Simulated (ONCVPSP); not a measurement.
u(r) = r·R(r): atom against pseudo-atom (Zn (Z = 30))

Columns: radius, all-electron u(r) and pseudo u(r) of the 3s shell (level -130.43 eV) of zinc in the configuration [Ne] 3s2 3p6 3d10 4s1.5 4p0.5; PBE, scalar-relativistic, ONCV scheme, ONCVPSP 4.0.1.

```csv
r (bohr),all-electron,pseudo
0.068,-0.0402,0.2345
0.135,-0.6897,0.4561
0.202,-0.5737,0.6596
0.270,-0.0578,0.8402
0.338,0.5005,0.9884
0.405,0.9302,1.0986
0.473,1.2045,1.1715
0.540,1.3309,1.2044
0.608,1.3508,1.2011
0.675,1.2981,1.1654
0.742,1.2031,1.1036
0.810,1.0846,1.0207
0.878,0.9590,0.9240
0.945,0.8373,0.8216
1.013,0.7214,0.7162
1.080,0.6175,0.6164
1.148,0.5236,0.5234
1.215,0.4425,0.4424
1.283,0.3713,0.3712
1.350,0.3112,0.3111
1.418,0.2592,0.2592
1.485,0.2159,0.2159
1.553,0.1790,0.1789
1.620,0.1485,0.1484
1.688,0.1225,0.1225
1.755,0.1013,0.1013
```

**Question.** How many radial nodes do the two functions have?

**Answer.** The all-electron 3s function has n − l − 1 = 2 (the table is too coarse to show those close to the nucleus); the pseudo-wave has 0, since the states of the same l below it are removed with the core.

**Question.** At about which radius was the pseudo-wave matched?

**Answer.** 1.20 bohr, where the columns begin to agree (steps of 0.07 bohr).

**Question.** Is the pseudo-wave norm-conserving?

**Answer.** Yes: the ONCV scheme keeps the norm inside the radius equal to the all-electron one, which fixes the energy derivative of the logarithmic derivative at the level.
